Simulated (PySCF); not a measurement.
An unknown gives this computed stick spectrum. Level of theory: TDDFT wB97X-D/def2-SVPD, vertical, gas phase, core orbitals frozen in the response in PySCF 2.14.0, density-fitted response routines. Geometries: GFN2-xTB, one conformer each.

| state | E (eV) | f | main configurations (H = HOMO, L = LUMO) |
| --- | --- | --- | --- |
| S1 | 6.34 | 0.0036 | H-1→L (91%) |
| S2 | 6.70 | 0.020 | H→L (94%) |
| S3 | 7.27 | 0.400 | H-2→L (91%) |
| S4 | 7.63 | 0.055 | H→L+1 (66%), H→L+4 (10%) |
| S5 | 7.70 | 0.010 | H-1→L+1 (60%), H-1→L+4 (11%) |
| S6 | 7.79 | 0.017 | H-2→L+1 (66%) |
| S7 | 8.02 | 0.0009 | H-3→L (84%) |
| S8 | 8.28 | 0.0056 | H→L+5 (38%), H→L+4 (17%), H→L+1 (16%) |

Question: Which structure fits? All have the formula C5H11OP.
A. `C[C@@H]1CC[P@@]1(C)=O`
B. `C[C@@H]1CCC[P@@H]1=O`
C. `C=CPCCOC`
D. `C=C(C)P(C)(C)=O`

Answer: D. Its S1 lies at 6.34 eV; the nearest of the others has S1 at 5.84 eV. S1 is HOMO-1→LUMO (91%). Löwdin shares by element: HOMO oxygen 59%, carbon 19% or more, phosphorus 14%; LUMO carbon 65% or more, hydrogen 7% or more, phosphorus 6% (atoms not listed hold the other 22%). At the same level the other candidates give, for their lowest levels:
- `C=CPCCOC`: 5.84 eV (f 0.221); 6.45 eV (f 0.073); 6.64 eV (f 0.019); 7.19 eV (f 0.054); 7.30 eV (f 0.049); T1 4.22 eV; HOMO -8.14, LUMO 1.88 eV
- `C[C@@H]1CCC[P@@H]1=O`: 7.07 eV (f 0.007); 7.21 eV (f 0.003); 7.47 eV (f 0.002); 7.80 eV (f 0.042); 8.00 eV (f 0.030); T1 6.81 eV; HOMO -9.39, LUMO 2.10 eV
- `C[C@@H]1CC[P@@]1(C)=O`: 7.47 eV (f 0.035); 7.54 eV (f 0.022); 7.56 eV (f 0.016); 7.81 eV (f 0.007); 7.85 eV (f 0.015); T1 7.16 eV; HOMO -9.26, LUMO 2.11 eV

Conformer computed: `[CH2:1]=[C:2]([CH3:3])[P:4]([CH3:5])([CH3:6])=[O:7]`: C1–C2–P4–C5 -132°.
Triplets come from the Tamm–Dancoff approximation.
